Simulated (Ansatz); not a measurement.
This geometry of C2H5NOSe (10 atoms, charge 0, multiplicity 1) is a first-order saddle point.

The calculation used Ansatz, RKS B3LYP/def2-SVP.

```xyz
10
Properties=species:S:1:pos:R:3
N 0.622 1.054 1.354
C 0.114 0.628 0.070
O 0.143 -0.808 0.074
C -0.239 -1.491 -0.987
Se -0.852 -0.882 -2.542
H 0.055 1.814 1.725
H 0.549 0.282 2.017
H -0.924 0.946 -0.152
H 0.745 0.973 -0.770
H -0.130 -2.566 -0.786
```

(1) Which two structures does it join? (They come from a converged band through this point; their orientation in space is the band's.)

(2) How far does it lie above each of them?

Answers

(1) No bond is made or broken. The dihedral H6–N1–C2–O3 goes from 63 to -63°. The two ends are copies of one structure, up to a mirror image or an exchange of like atoms.

Image 0:

```xyz
10
Properties=species:S:1:pos:R:3
N -0.027 1.147 1.433
C -0.250 0.606 0.156
O 0.385 -0.723 0.021
C 0.296 -1.394 -1.104
Se -0.526 -0.941 -2.623
H 0.957 1.313 1.633
H -0.434 0.591 2.182
H -1.322 0.464 -0.047
H 0.175 1.239 -0.637
H 0.829 -2.352 -1.010
```

Image 10:

```xyz
10
Properties=species:S:1:pos:R:3
N -0.028 1.146 1.434
C -0.248 0.607 0.155
O 0.388 -0.722 0.020
C 0.296 -1.394 -1.104
Se -0.531 -0.944 -2.621
H -0.437 0.589 2.181
H 0.955 1.312 1.636
H -1.319 0.464 -0.051
H 0.178 1.241 -0.636
H 0.830 -2.351 -1.010
```

(2) 0.35 eV above the first and 0.35 eV above the second. This is the barrier of this one path; another mechanism may lie lower.

Run time: 14 min on 2 threads of Intel(R) Xeon(R) 6975P-C (Granite Rapids) (shared host), peak memory 0.3 GiB.
